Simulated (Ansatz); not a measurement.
A structure relaxed at PBE-D4/def2-SVP in Ansatz, charge 1, singlet:

```xyz
33

N     0.2079    0.3445    2.7784
N    -2.0112   -0.4852   -2.6038
N     0.2433   -1.8615    0.7296
N    -1.5885    0.6080    0.2990
N     0.8751    2.4356    0.6518
N     0.8311    0.2206   -1.4978
N     2.6303   -0.0450    0.9798
Al   -2.8059   -0.5047   -0.8001
Al   -1.0509   -0.6843    1.6006
Al    1.7023    1.3132    2.0086
Al   -0.1034   -0.9370   -2.8069
Al    1.6494   -1.1174   -0.4054
Al   -0.2771    1.5513   -0.7078
H     0.5465   -0.2942    3.5195
H    -0.3821    0.9999    3.3207
H    -2.2350    0.3974   -3.0954
H    -2.5297   -1.1975   -3.1487
H     0.6499   -2.5166    1.4181
H    -0.3164   -2.4769    0.1086
H    -2.2177    1.3057    0.7336
H     0.3223    3.1831    1.1070
H     1.6044    2.9761    0.1544
H     1.5510    0.7022   -2.0648
H     3.1058   -0.7067    1.6183
H     3.4335    0.3860    0.4891
H    -2.4272   -1.9575   -0.1757
H    -4.2856    0.0816   -0.8003
H    -2.1098   -1.3368    2.5834
H     2.6037    2.0990    3.0524
H     0.0878   -2.3594   -2.0428
H     0.4120   -0.6700   -4.2890
H     2.7260   -2.1125   -1.0080
H    -0.8415    2.6590   -1.7064
```

Task: Give its formula and point group.

Result: Al₆N₇H₂₀⁺, a cluster cut from zinc blende AlN (hydrogen-capped). Point group Cs (tolerance 0.1 Å).

Task: Summarise the bond lengths by kind (pairs closer than 1.2 times the sum of covalent radii, bridged metal pairs left out).

Result: 16 × Al–N 1.90 to 2.01 Å; 12 × H–N 1.03 to 1.04 Å; 8 × Al–H 1.59 to 1.63 Å.
